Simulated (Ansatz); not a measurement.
Consider the formal hydrolysis of a Zr–S bond: `[SH][Zr]([Cl])([Cl])[Cl]` + H₂O → `[OH][Zr]([Cl])([Cl])[Cl]` + H₂S.

Isolated molecules relaxed with PBE0-D4/def2-TZVP in Ansatz; ΔE leaves out vibrations. CCSD(T)/CBS is the MP2 limit (def2-TZVPP, def2-QZVPP) plus CCSD(T) − MP2 in def2-TZVPP, frozen cores. This one scheme is used for every species. DFT in def2-TZVPP. B3LYP here is the variant with VWN-RPA as its local correlation; programs differ in this. HSE06 is defined as in plane-wave codes. def2 core potentials past Kr. For Zr outer-core shells are correlated without core-valence functions, which leaves a few kJ/mol of doubt a bond. One conformer a species, not always the lowest.

```csv
level,ΔE (kcal/mol),difference from CCSD(T)/CBS
revPBE-D4,-9.5,0.9
r2SCAN-D4,-11.0,-0.6
B3LYP-D4,-11.8,-1.4
HSE06-D4,-9.8,0.6
CAM-B3LYP-D4,-14.6,-4.2
ωB97X-V,-14.0,-3.6
revPBE,-10.5,-0.1
BLYP,-13.1,-2.7
B3LYP,-13.2,-2.8
HSE06,-10.6,-0.2
LC-ωPBE,-15.1,-4.7
HF/def2-SVP,-18.9,-8.5
CCSD/def2-SVP,-17.6,-7.2
CCSD(T)/def2-TZVPP,-11.2,-0.8
MP2/def2-QZVPP,-9.3,1.1
CCSD/CBS(def2),-11.7,-1.3
CCSD(T)/CBS,-10.4,0
```

Largest T1 diagnostic among the species: 0.016.

Leaving LDA and LC-ωPBE aside and taking each functional with its dispersion term where it has one, the values spread over 5.1 kcal/mol, from CAM-B3LYP-D4 to revPBE-D4. The D4 term adds +1.4 kcal/mol with B3LYP and +0.8 kcal/mol with PBE0; it sums over pairs of atoms, weighted by their polarisabilities, and B3LYP, whose exchange is more repulsive, gets the larger term. From BLYP to BHLYP (50 % exact exchange), in def2-TZVPP and without D4, ΔE moves by −0.9 kcal/mol.
